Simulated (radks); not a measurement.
Neutral iodine, 53 electrons, occupied as [Kr] 4d10 5s2 5p5. Method: scalar-relativistic Kohn-Sham, PBE, spin-unpolarised, spherical densities, finite nucleus; Fermi nuclear charge, rms radius 4.75 fm; computed with a radial shooting solver on a logarithmic mesh with Libxc functionals. Some entries of the table are withheld. Estimate them.

| orbital | occ. | eigenvalue (eV) | r(max) (bohr) |
|---|---|---|---|
| 1s | 2 | -32982.40 | 0.01754 |
| 2s | 2 | -5095.960 | 0.09912 |
| 2p | 6 | (1) | 0.07948 |
| 3s | 2 | -1028.526 | 0.2856 |
| 3p | 6 | -859.3541 | 0.2794 |
| 3d | 10 | -605.9705 | 0.2318 |
| 4s | 2 | (2) | 0.6806 |
| 4p | 6 | (3) | 0.7151 |
| 4d | 10 | -50.2796 | 0.7782 |
| 5s | 2 | -17.4059 | 1.705 |
| 5p | 5 | -7.0861 | (4) |

Answer. 
(1) 2p eigenvalue (eV): -4573.975
(2) 4s eigenvalue (eV): -180.5820
(3) 4p eigenvalue (eV): -127.5705
(4) 5p r(max) (bohr): 2.030
